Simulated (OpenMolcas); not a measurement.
Te2+: effect of the active space

```
Program             : OpenMolcas 26.06
Method              : CASSCF or its RAS form
Basis               : ANO-RCC-VTZP
Scalar Hamiltonian  : DKH2, point nucleus
Spin-orbit coupling : RASSI with atomic mean-field integrals over the reference wave functions, term energies averaged over their components
```

A. 2 electrons in 3 orbitals (5p); 2S+1 = 3 even, 3 roots; 2S+1 = 1 even, 6 roots; cost about 2.9 core-seconds
B. 4 electrons in 4 orbitals (5s 5p); 2S+1 = 3 even, 6 roots; 2S+1 = 1 even, 12 roots; 2S+1 = 5 odd, 1 root; 2S+1 = 3 odd, 9 roots; 2S+1 = 1 odd, 8 roots; cost roughly 17 core-seconds
C. 4 electrons in 8 orbitals (5s 5p 6s 6p); 2S+1 = 3 even, 3 roots; 2S+1 = 1 even, 12 roots; 2S+1 = 5 odd, 1 root; 2S+1 = 3 odd, 9 roots; 2S+1 = 1 odd, 8 roots; cost about 21 core-seconds
D. 4 electrons in 9 orbitals (RAS2 5s 5p; RAS3 5d, at most 2 electrons); 2S+1 = 3 even, 6 roots; 2S+1 = 1 even, 12 roots; 2S+1 = 5 odd, 1 root; 2S+1 = 3 odd, 8 roots; 2S+1 = 1 odd, 8 roots; cost about 22 core-seconds

Energies in eV above 5s² 5p² ³P₀, the measured ground level; measured values from the list in Zhang, Palmeri, Quinet and Biemont, Astron. Astrophys. 551, A136 (2013).

```tsv
Level	A	B	C	D	Measured
5s² 5p² ³P₀	0.0000	0.0000	0.0000	0.0000	0.0000
5s² 5p² ³P₁	0.4794	0.5138	0.4982	0.4888	0.5898
5s² 5p² ³P₂	0.9328	0.9618	0.9394	0.9311	1.0126
5s² 5p² ¹D₂	2.2758	2.3046	2.2670	2.2300	2.1523
5s² 5p² ¹S₀	4.2955	3.6405	3.5682	3.9340	3.7689
```

Deviations, from unrounded energies. A percentage is the sum of absolute deviations over the sum of measured energies, with the sign that they share, or ± where signs differ.

| Against measurement | Levels | A | B | C | D |
| --- | --- | --- | --- | --- | --- |
| mean absolute deviation (cm-1) | 4 | 1700 | 820 | 970 | 860 |
| fine structure of the ground term (%) | 2 | -11.9 | -7.9 | -10.3 | -11.4 |
| other terms of the ground configuration (%) | 2 | +11.0 | ±4.7 | ±5.3 | +4.1 |

B, D lie about equally close to measurement and A furthest from it. The largest miss of B in the table is 5s² 5p² ¹D₂, by +1200 cm-1. The ranking rests on the paired levels alone, and a cruder setting can come out closer through cancelling errors.

Among A to D the level of the table that moves most is 5s² 5p² ¹S₀, by 5900 cm-1 (lowest in C, highest in A).

With the s shell closed, the reference lacks s² → p² mixing (holds for A). Active for correlation alone: 6p 6s; no level in the range computed is led by a configuration that fills them, so any true level of that kind is missing (holds for C). The run also gave levels led by 5s 5p² 5d, 5s² 5p 5d, which use shells meant for correlation; these and all levels above them are left out (holds for D). Measured partners are found by configuration, term and J. A level has none where our copy of the source lacks it or the pairing is in doubt (some pairs that miss far off the trend of their configuration count as doubtful), and it then counts in no deviation. Levels of configurations outside the active space are missing. The table leaves out levels that lie high or whose names do not pair safely across all columns.
